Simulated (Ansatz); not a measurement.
Start from `[SeH][SiH2][SeH]` and change one atom or group to get `P[SiH2][SeH]`.

Ansatz, PBE0-D4/def2-TZVP geometries, multiplicity 1. Each molecule was computed in one conformer, which needn't be the lowest.

Scalar relativity is left out up to krypton.

```
                                          property  `[SeH][SiH2][SeH]`
size of the dipole moment (ωB97M-V/def2-TZVPP) / D                0.02
               LUMO energy (B3LYP/def2-TZVPP) / eV               -0.85
               HOMO–LUMO gap (PBE/def2-TZVPP) / eV                4.46
                LUMO energy (PBE0/def2-TZVPP) / eV               -0.63
              HOMO–LUMO gap (PBE0/def2-TZVPP) / eV                6.42
                 LUMO energy (PBE/def2-TZVPP) / eV               -1.47
```

(1) Give the same properties after the change, and the shifts. (Best estimate.)

Results:

(1) Ansatz gave: 
```
                                          property  `P[SiH2][SeH]`  shift
size of the dipole moment (ωB97M-V/def2-TZVPP) / D            0.47   0.45
               LUMO energy (B3LYP/def2-TZVPP) / eV           -0.56   0.29
               HOMO–LUMO gap (PBE/def2-TZVPP) / eV            4.78   0.32
                LUMO energy (PBE0/def2-TZVPP) / eV           -0.33   0.30
              HOMO–LUMO gap (PBE0/def2-TZVPP) / eV            6.78   0.36
                 LUMO energy (PBE/def2-TZVPP) / eV           -1.17   0.30
```

With PBE0 the HOMO falls by 0.07 eV and the LUMO rises by 0.30 eV, so the gap widens by about 0.37 eV. PBE moves the HOMO by -0.04 eV and ωB97M-V by -0.12 eV. The zero-point energy changes by 24.1 kJ/mol with +3 modes.

B3LYP here is the variant with VWN-RPA as its local correlation; programs differ in this.

Spin–orbit coupling is left out; it splits and shifts lone-pair levels of the heavy atoms by tenths of an eV.
